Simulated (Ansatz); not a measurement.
A series at Sc: from `[Cl][Sc]([Cl])[Cl]`, ligands are replaced one by one, each step taking up NH₃ and setting free HCl; n counts the steps. Ansatz, PBE0-D4/def2-TZVP geometries. Each molecule was computed in one conformer, which needn't be the lowest.

| n | molecule | HOMO energy, ωB97M-V/def2-TZVPP (eV) |
| --- | --- | --- |
| 0 | `[Cl][Sc]([Cl])[Cl]` | -11.47 |
| 1 | `[NH2][Sc]([Cl])[Cl]` | -10.47 |
| 2 | `[NH2][Sc]([NH2])[Cl]` | -9.75 |
| 3 | `[NH2][Sc]([NH2])[NH2]` | ? |

Question: By hand: fit a straight line y = ȳ + b (n − n̄) to the 3 given rows and predict n = 3.

Answer: n̄ = 1.000, ȳ = -10.563; Σ(n − n̄)(y − ȳ) = 1.720, Σ(n − n̄)² = 2.000, so b = 0.860 eV a step. Prediction: -10.563 + (0.860) × (2.000) = -8.84 eV.

Question: By hand: compare with the computed value, -9.05 eV, and give the steps along the whole series.

Answer: The line misses by -0.21 eV (computed minus predicted). Steps: 1.00, 0.72, 0.70 eV.

The steps shrink at each stage, from 1.00 to 0.70 eV, so the series is curved and an end member is harder to predict than an inner one. The highest orbital can change its character along such a series. The miss is 8.7 % of the series' range.
